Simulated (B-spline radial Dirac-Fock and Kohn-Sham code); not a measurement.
## Core and valence levels of Nd⁴⁷⁺

System: Nd⁴⁷⁺, [Ne] 3s2 3p1; nuclear rms radius 4.9123 fm (A = 142).

The run's input, task.json:

```json
{"items": [{
  "Z": 60,
  "q": 47,
  "cfg": [[1, 0, 2], [2, 0, 2], [2, 1, 6], [3, 0, 2], [3, 1, 1]],
  "A": 142,
  "rrms": 4.9123,
  "do": ["binding"]
}]}
```

Command: `python xray_run.py task.json out`

Level of theory: Dirac-Fock energy differences between relaxed states, corrected for Breit and QED terms; a B-spline atomic structure program. Correlation energy is missing from these numbers. Energies are counted from the vacuum level.

All terms are in eV, carry their sign (relaxation lowers the binding energy) and add up to the binding energy; ⟨r⟩ is the mean radius of the orbital in the initial state.

| subshell | −ε (Koopmans) | relaxation | Breit | self-energy | vacuum polarisation | binding energy | ⟨r⟩ (bohr) |
| --- | --- | --- | --- | --- | --- | --- | --- |
| K | 47084.2 | -25.39 | -113.77 | -70.18 | 10.80 | 46885.7 | 0.024 |
| L1 | 10273.5 | -4.11 | -11.93 | -9.54 | 1.36 | 10249.2 | 0.099 |
| L2 | 9902.8 | -5.95 | -19.60 | 0.33 | 0.00 | 9877.6 | 0.083 |
| L3 | 9364.0 | -5.11 | -12.42 | -0.51 | -0.06 | 9345.9 | 0.089 |
| M1 | 4111.9 | -0.34 | -2.90 | -2.56 | 0.35 | 4106.5 | 0.239 |
| M2,3 | 3910.1 | -0.36 | -3.45 | -0.12 | -0.01 | 3906.2 | 0.235 |

For the deepest level, K (1s), the Breit terms make up -0.243 % of the binding energy, QED -0.127 % and orbital relaxation -0.054 %.

Going to the tabulated ground configuration of the next ion removes an electron from M2,3 (3p), computed at 3906.2 eV. NIST lists 3997 ± 4 eV as the ionisation energy of this species (theoretical), +90.85 eV from the computed value. Where a p, d or f shell is open in either ion the computed value averages over both j values and all terms, while the table refers to the lowest levels; that difference holds spin-orbit splitting (largest in heavy or highly charged ions), term energies where several electrons share open shells, and correlation, and it can reach 10 % or more.
